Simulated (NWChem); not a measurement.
Molecule: C$_{3}$H$_{2}$F$_{3}$, doublet; SMILES C=[C]C(F)(F)F

```xyz
8

C     -0.0566     2.2214     0.0005
C     -0.5661     1.0146     0.0063
C     -0.0434    -0.3695     0.0005
F     -0.4597    -1.0402    -1.0732
F     -0.4424    -1.0429     1.0791
F      1.2971    -0.3788    -0.0103
H     -0.6878     3.1168     0.0069
H      1.0331     2.3739    -0.0109
```
Atoms are numbered in this order, from 1.

Results from NWChem. Pople sets run with spherical d functions. Spin-unrestricted. All runs use the structure optimised with PBE0/def2-SVP, spin-unrestricted. No stability test was run on the SCF state. B3LYP is NWChem's, with the RPA form of VWN correlation. Solvent water, SMD (1 M gas to 1 M solution), gas-phase geometry. Reactions with the solvent are ignored.

Estimate the computed values for B3LYP/6-311++G**. Quantities: solvation free energy (kcal/mol); cavity-dispersion-structure term (kcal/mol); dipole in solution (D).


- solvation free energy (kcal/mol) = 1.3
- cavity-dispersion-structure term (kcal/mol) = 4.9
- dipole in solution (D) = 3.18
